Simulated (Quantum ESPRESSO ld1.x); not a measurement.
Problem. Species: Pr21+. Configuration: [Kr] 4d2. Calculated with ld1.x of Quantum ESPRESSO 7.5: Dirac Kohn-Sham, relativistic LDA (MacDonald-Vosko exchange, VWN5 correlation), spin-unpolarised, spherical densities, point nucleus; open shells are shared between the two j in proportion to 2j + 1. Some entries of the table are withheld. Estimate them.

orbital,occ.,eigenvalue (eV),<r^2> (bohr^2),<1/r> (bohr^-1)
1s1/2,2,-42110.4,0.0007957,64.43
2s1/2,2,(1),0.01254,15.24
2p1/2,2,-6917.11,0.009165,15.22
2p3/2,4,-6439.59,0.01041,13.75
3s1/2,2,-2009.58,0.08409,5.548
3p1/2,2,(2),0.07874,5.469
3p3/2,4,(3),0.08591,5.098
3d3/2,4,-1493.69,0.06929,4.975
3d5/2,6,-1472.66,0.07129,4.882
4s1/2,2,-796.500,(4),2.485
4p1/2,2,-736.133,(5),2.410
4p3/2,4,-710.577,(6),2.295
4d3/2,0.8,-609.642,0.4326,2.158
4d5/2,1.2,-604.434,0.4405,2.130

Solution. 
(1) 2s1/2 eigenvalue (eV): -7275.50
(2) 3p1/2 eigenvalue (eV): -1856.67
(3) 3p3/2 eigenvalue (eV): -1760.46
(4) 4s1/2 <r^2> (bohr^2): 0.3801
(5) 4p1/2 <r^2> (bohr^2): 0.3903
(6) 4p3/2 <r^2> (bohr^2): 0.4167
